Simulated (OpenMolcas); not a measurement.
An OpenMolcas run meant for Co2+ (ANO-RCC-VTZP, DKH2; inactive shells 1s 2s 2p 3s 3p; intended active space 7 electrons in 5 orbitals (3d)). One step of its input:

```
&CASPT2
Multistate=10 1 2 3 4 5 6 7 8 9 10
Frozen=22 23
IPEA=0.25
Imaginary=0.1
MaxIter=60
WThr=0.0 0.3 0.05
PrWF=0.5
NoMix
```

Lines from the output:

```
|       MOLCAS_SOURCE = <dir>
  |    MOLCAS_STRUCTURE = 0
  |
   --------------------------------------------------------------------------------------
++ ---------   Input file   ---------
>>> COPY JOB001 $Project.JobIph
&CASPT2
Multistate=10 1 2 3 4 5 6 7 8 9 10
Frozen=22 23
IPEA=0.25
Imaginary=0.1
MaxIter=60
WThr=0.0 0.3 0.05
PrWF=0.5
NoMix
-- ----------------------------------
>>> COPY JOB001 a.JobIph
*** symbolic link created: INPORB -> a.RasOrb
--- Start Module: caspt2 at  ---
()()()()()()()()()()()()()()()()()()()()()()()()()()()()()()()()()()()()()()()()()()()()()()()()()()
                                              &CASPT2
                                   only a single process is used
                       available to each process: 2.3 GB of memory, 1 thread
()()()()()()()()()()()()()()()()()()()()()()()()()()()()()()()()()()()()()()()()()()()()()()()()()()
 ###    WARNING: User changed nr of frozen orbitals.                         ###
 ###    ERROR: Too many frozen orbitals!                                     ###
--- Stop Module: caspt2 at  /rc=_RC_INPUT_ERROR_ ---
.####################.
.# User input error #.
.####################.
```

What is wrong with the input?

More orbitals are frozen than there are inactive ones.
